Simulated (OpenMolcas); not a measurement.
# Fe2+: ligand-field states by method

Fe2+ with 6 ligands (sulfide) in octahedral coordination (Oh) at 2.65 Å. A charge of +1.67 e stands 2.6 Å behind each ligand. Ligand basis ANO-RCC-VDZP.

```yaml
Program: OpenMolcas 26.06
Basis: ANO-RCC-VTZP [6s5p3d2f1g]
Scalar_Hamiltonian: DKH2, point nucleus
Active_space: 6 electrons in 5 orbitals (3d)
State_averaging: 2S+1 = 5 even, 5 roots; 2S+1 = 3 even, 45 roots; 2S+1 = 1 even, 50 roots
Spin-orbit_coupling: state interaction with AMFI integrals over the reference wave functions
```

I. CASSCF
II. SS-CASPT2, IPEA 0.25 Eh, imaginary shift 0.1 Eh (closed shells correlated: 3s 3p and the ligand valence shells)
III. SS-CASPT2, IPEA 0.25 Eh, imaginary shift 0.1 Eh (closed shells correlated: the ligand valence shells only)

Spin-free states (labels of O, the rotations of Oh) in cm-1, each column counted from its own energy of the first state listed:

| State | Degeneracy | I | II | III |
| --- | --- | --- | --- | --- |
| 5T2 | 3 | 0 | 0 | 0 |
| 5E | 2 | 1271 | 1530 | 1510 |
| 3T1 | 3 | 21191 | 17770 | 19060 |
| 3T2 | 3 | 21706 | 18000 | 19560 |
| 3T1 | 3 | 22476 | 18570 | 20170 |
| 3E | 2 | 22744 | 19240 | 20860 |
| 3T1 | 3 | 24505 | 18390 | 20530 |
| 3T2 | 3 | 25423 | 19950 | 21740 |
| 3T1 | 3 | 25764 | 20510 | 22420 |
| 3A2 | 1 | 26045 | 20820 | 22570 |
| 3T2 | 3 | 27298 | 21800 | 23630 |
| 3E | 2 | 28047 | 23120 | 24790 |
| 3T1 | 3 | 28677 | 24170 | 25780 |
| 3A1 | 1 | 28818 | 24050 | 25730 |
| 1A1 | 1 | 30906 | 27000 | 27920 |
| 1T1 | 3 | 31664 | 27200 | 28720 |
| 1T2 | 3 | 32402 | 26990 | 29110 |
| 1E | 2 | 33481 | 27920 | 29760 |
| 1A2 | 1 | 33564 | 28110 | 30390 |
| 1T2 | 3 | 33728 | 28710 | 30810 |

From I to II, I's first state of the same spin (5E) moves from 1271 to 1530 cm-1, by about +260 cm-1.

From I to II, I's first state of another spin (3T1) moves from 21191 to 17770 cm-1, by about -3400 cm-1.

χT at 300 K: I 4.67, II 4.57, III 4.58 cm3 K/mol.

Roots that are degenerate in the reference are averaged as groups; the widest CASPT2 spread within a group is 250 cm-1 (the 2-fold group of multiplicity 1 near 57300 cm-1 above the lowest state of its run, III). Shifts and gaps below about the spread of the groups concerned are not significant. Over all roots computed the reference weight is 0.60 to 0.64 in II, 0.62 to 0.65 in III; a low but even weight reflects the number of correlated electrons. An orbital triplet at a regular site is open to Jahn-Teller coupling, which can distort the site and quench the lowest spin-orbit gaps and is left out. The sulfide ions are held by bare point charges, a crude embedding. Ligand-to-metal charge-transfer states are missing. With oxide or sulfide held by bare charges the field of late divalent 3d ions can come out several times too small, and g and χT far too large. With no ligand orbital active B as a rule stays too high, so bands that hang on it stand too high and its fall with covalency is understated. Without dynamic correlation the repulsion within the d shell is too large (B by tens of per cent), so at a given field states of lower spin stand too high (holds for I). CASSCF with metal d orbitals alone favours high spin, so a ground state of lower spin is not ruled out (holds for I). With metal d orbitals alone and no dynamic correlation the field as a rule comes out too small, by tens of per cent, by up to half for chloride and softer ligands, and with too little covalency χT stands high (holds for I). A single d shell leaves out the double-shell effect, which counts most for late 3d ions, where the CASPT2 field can be off either way by tens of per cent (holds for II; III). These CASPT2 states fit no ligand-field parameters well, so their order and spin gaps are uncertain (holds for II; III). With one d shell and no ligand orbital active, 10Dq can be off by tens of per cent for divalent 3d ions, low with halides held by bare charges and at times high in hosts (holds for II; III). Free-ion shares, where given, are those of the reference states; single-state CASPT2 does not remix them (holds for II; III). The distance lies 4 % over the 2.56 Å that this model takes as the normal distance (a Shannon-type radius plus a fixed donor radius); by an R⁻⁵ law this alone changes a d-shell field by about -16 %. No measured value stands beside these numbers; the geometry was imposed, not optimised, and the real ion may take another.
